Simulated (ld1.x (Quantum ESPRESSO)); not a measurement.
**Pseudopotential generation for Au (Z = 79): PAW, LDA (PZ), scalar-relativistic.**

Input for ld1.x (Quantum ESPRESSO) 7.5:

```
&input
   title='Au', zed=79., rel=1, dft='PZ', iswitch=3,
   config='[Xe] 4f14 5d10 6s0 6p0',
   nld=3, rlderiv=3.05, eminld=-7.0, emaxld=5.0, deld=0.02
 /
 &inputp
   pseudotype=3, lpaw=.true., tm=.true., lloc=-1, rcloc=1.50,
   nlcc=.true., new_core_ps=.true.,
   which_augfun='PSQ', rmatch_augfun=1.65,
   file_pseudopw='Au.UPF', file_wfcaegen='ae.wfc', file_wfcncgen='nc.wfc', file_beta='beta', file_chi='chi', file_wfcusgen='us.wfc'
 /
6
6S  1  0   0.00   0.00  2.50  2.80  0.0
6S  1  0   0.00   0.05  2.50  2.80  0.0
5P  2  1   6.00   0.00  1.55  2.15  0.0
6P  3  1   0.00   0.00  1.55  2.15  0.0
5D  3  2  10.00   0.00  1.50  2.00  0.0
5D  3  2   0.00  -0.20  1.50  2.00  0.0
 &test
   configts(1)='5p6 5d10 6s0 6p0'
 /
```

Command:

```bash
ld1.x < Au.in > Au.out
```

Output (shortened: banner, matrices, multipoles, cross overlaps and the repeated all-electron block are left out):

```
Program LD1 v.7.5
     --------------------------- All-electron run ----------------------------

     Au
     scalar relativistic calculation

     atomic number is 79.00
     dft =PZ   lsd =0 sic =0 latt =0  beta=0.20 tr2=1.0E-14
     Exchange-correlation= PZ
                           (   1   1   0   0   0   0   0)
     mesh =1279 r(mesh) = 100.03820 a.u. xmin = -7.00 dx = 0.01250
     1 Ry =  13.60569312 eV, c = 137.03599908

     n l     nl                  e(Ry)          e(Ha)          e(eV)
     1 0     1S 1( 2.00)     -5933.7095     -2966.8547    -80732.2305
     2 0     2S 1( 2.00)     -1047.5413      -523.7706    -14252.5248
     2 1     2P 1( 6.00)      -905.9376      -452.9688    -12325.9094
     3 0     3S 1( 2.00)      -247.7008      -123.8504     -3370.1413
     3 1     3P 1( 6.00)      -206.6399      -103.3199     -2811.4787
     4 0     4S 1( 2.00)       -54.2063       -27.1031      -737.5139
     4 1     4P 1( 6.00)       -40.7398       -20.3699      -554.2931
     3 2     3D 1(10.00)      -162.7333       -81.3667     -2214.0997
     5 0     5S 1( 2.00)        -8.6250        -4.3125      -117.3488
     5 1     5P 1( 6.00)        -5.0474        -2.5237       -68.6729
     4 2     4D 1(10.00)       -24.5782       -12.2891      -334.4034
     4 3     4F 1(14.00)        -6.6237        -3.3119       -90.1206
     5 2     5D 1(10.00)        -1.1481        -0.5740       -15.6201
     6 0     6S 1( 0.00)        -0.9998        -0.4999       -13.6028
     6 1     6P 1( 0.00)        -0.5063        -0.2532        -6.8891

     final scf error:  6.4E-15 reached in  28 iterations

     Etot =  -38002.022189 Ry,  -19001.011095 Ha, -517043.851962 eV

     Ekin =   42520.000340 Ry,   21260.000170 Ha,  578514.076217 eV
     Encl =  -94540.134968 Ry,  -47270.067484 Ha,-1286284.064182 eV
     Eh   =   14721.301803 Ry,    7360.650901 Ha,  200293.514699 eV
     Exc  =    -703.189364 Ry,    -351.594682 Ha,   -9567.378696 eV

     normalization and overlap integrals

     s(1S/1S) =  1.000000  <r> =   0.0169  <r2> =    0.0004  r(max) =   0.0104
     s(2S/2S) =  1.000000  <r> =   0.0712  <r2> =    0.0060  r(max) =   0.0604
     s(2P/2P) =  1.000000  <r> =   0.0643  <r2> =    0.0050  r(max) =   0.0501
     s(3S/3S) =  1.000000  <r> =   0.1840  <r2> =    0.0387  r(max) =   0.1704
     s(3P/3P) =  1.000000  <r> =   0.1852  <r2> =    0.0398  r(max) =   0.1683
     s(4S/4S) =  1.000000  <r> =   0.4073  <r2> =    0.1872  r(max) =   0.3841
     s(4P/4P) =  1.000000  <r> =   0.4339  <r2> =    0.2140  r(max) =   0.4038
     s(3D/3D) =  1.000000  <r> =   0.1677  <r2> =    0.0329  r(max) =   0.1378
     s(5S/5S) =  1.000000  <r> =   0.9261  <r2> =    0.9629  r(max) =   0.8441
     s(5P/5P) =  1.000000  <r> =   1.0724  <r2> =    1.3027  r(max) =   0.9565
     s(4D/4D) =  1.000000  <r> =   0.4586  <r2> =    0.2431  r(max) =   0.4088
     s(4F/4F) =  1.000000  <r> =   0.4987  <r2> =    0.3017  r(max) =   0.3746
     s(5D/5D) =  1.000000  <r> =   1.5769  <r2> =    2.9635  r(max) =   1.2129
     s(6S/6S) =  1.000000  <r> =   2.6140  <r2> =    7.7342  r(max) =   2.2379
     s(6P/6P) =  1.000000  <r> =   3.5560  <r2> =   14.4383  r(max) =   2.9834

     ------------------------ End of All-electron run ------------------------

     --------------------- Generating PAW atomic setup --------------------

      Generating local potential from pseudized AE potential:
      Matching radius rcloc =   1.5000

      Local pseudo, rcloc= 1.500 Estimated cut-off energy=    11.04 Ry

      Computing core charge for nlcc:

       r > 0.77 : true rho core
      Core charge pseudized with two Bessel functions
      Integrated core pseudo-charge :  28.63
      Wfc-us  6S rcutus= 2.803  Estimated cut-off energy=     6.14 Ry
      Wfc-us  6S rcutus= 2.803  Estimated cut-off energy=     9.18 Ry
      Wfc-us  5P rcutus= 2.129  Estimated cut-off energy=    19.74 Ry
      Wfc-us  6P rcutus= 2.129  Estimated cut-off energy=    15.07 Ry
      Wfc-us  5D rcutus= 2.025  Estimated cut-off energy=    28.58 Ry
      Wfc-us  5D rcutus= 2.025  Estimated cut-off energy=    37.49 Ry

     Required augmentation: PSQ   radius:    1.650000

     Q pseudized with Bessel functions
     Expected ecutrho=     154.8182 due to l1=  2   l2=  2

     Estimated PAW energy = -876.912503 Ryd

     ------------------- End of pseudopotential generation -------------------

     Computing logarithmic derivative in   3.03989
     Computing logarithmic derivative in   3.03989
     Computing the partial wave expansion
     R is outside the sphere for l=    0 j= 0.00
     R is outside the sphere for l=    0 j= 0.00
     R is outside the sphere for l=    1 j= 0.00
     R is outside the sphere for l=    1 j= 0.00
     R is outside the sphere for l=    2 j= 0.00
     R is outside the sphere for l=    2 j= 0.00

     ---------------------- Testing the pseudopotential ----------------------

     Au
     scalar relativistic calculation

     atomic number is 79.00   valence charge is 17.00
     dft = SLA  PZ   NOGX NOGC   lsd =0 sic =0 latt =0  beta=0.20 tr2=1.0E-14
     mesh =1279 r(mesh) = 100.03820 xmin = -7.00 dx = 0.01250

     n l     nl             e AE (Ry)        e PS (Ry)    De AE-PS (Ry)
     2 1     5P   1( 6.00)       -5.04736       -5.04737        0.00000
     3 2     5D   1(10.00)       -1.14806       -1.14806        0.00000
     1 0     6S   1( 0.00)       -0.99979       -0.99979        0.00000
     3 1     6P   1( 0.00)       -0.50634       -0.50634       -0.00000

     eps = 2.3E-17  iter =  6

     Etot =  -38002.022189 Ry,  -19001.011095 Ha, -517043.851962 eV
     Etotps =  -876.912516 Ry,    -438.456258 Ha,  -11931.002592 eV

     Ekin =     368.618126 Ry,     184.309063 Ha,    5015.305103 eV
     Encl =    -710.910831 Ry,    -355.455416 Ha,   -9672.434610 eV
     Ehrt =     168.569545 Ry,      84.284773 Ha,    2293.505505 eV
     Ecxc =    -703.189356 Ry,    -351.594678 Ha,   -9567.378590 eV
     (Ecc =    -112.086924 Ry,     -56.043462 Ha,   -1525.020291 eV)

     ---------------------- End of pseudopotential test ----------------------
```

Note: ghost states, extra bound levels that the all-electron valence spectrum of the same l lacks: s at -1405.0 eV, d at -11.3 eV. A true bound ghost makes a file unfit for plane-wave use.

Generation and configuration tests took about 1.7 s on one core of a shared server CPU.
